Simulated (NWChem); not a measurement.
Molecule: HfNH$_{5}$; SMILES [HfH3][NH2]

Program: NWChem. def2 effective core potentials on Hf; no spin-orbit coupling. Each level has its own optimisation; frequencies are unscaled.

| level | r Hf–N (Å) | r H–N (Å) | highest harmonic frequency (cm⁻¹) | lowest (cm⁻¹) | zero-point energy (kcal/mol) |
|---|---|---|---|---|---|
| LDA (Slater exchange, VWN5)/def2-SVP | 1.978 | 1.031 | 3524 | 49 | 25.0 |
| PBE/def2-SVP | 2.005 | 1.029 | 3522 | 32 | 25.1 |
| PBE0/def2-SVP | 1.999 | 1.020 | 3642 | 28 | 25.9 |
